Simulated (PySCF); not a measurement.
Ge(H)3(PH2) (GeH5P), SMILES [PH2][GeH3]. Heavy atoms are numbered as in [GeH3:1][PH2:2]. Hydrogens are named by the atom that carries them.

Geometry optimised at B3LYP-D3(BJ)/def2-TZVP.

Method: PBE0/pcSseg-2 in PySCF.

GIAO shieldings, no solvent; atoms alike by connectivity are averaged. δ = σ(ref) − σ: ⁷³Ge against GeH4 (σ = 1662.5 ppm); ³¹P against PH3 (σ = 579.7 ppm); ¹H against TMS (σ = 31.54 ppm), references at their B3LYP-D3(BJ)/def2-TZVP geometries, non-relativistic.

Computed chemical shifts:
```json
[
 {"nucleus": "⁷³Ge", "atoms": "Ge1 (GeH3)", "count": "1", "δ (ppm)": "76.8"},
 {"nucleus": "³¹P", "atoms": "P2 (PH2)", "count": "1", "δ (ppm)": "-15.6"},
 {"nucleus": "¹H", "atoms": "H on Ge1", "count": "3", "δ (ppm)": "4.39"},
 {"nucleus": "¹H", "atoms": "H on P2", "count": "2", "δ (ppm)": "1.88"}
]
```
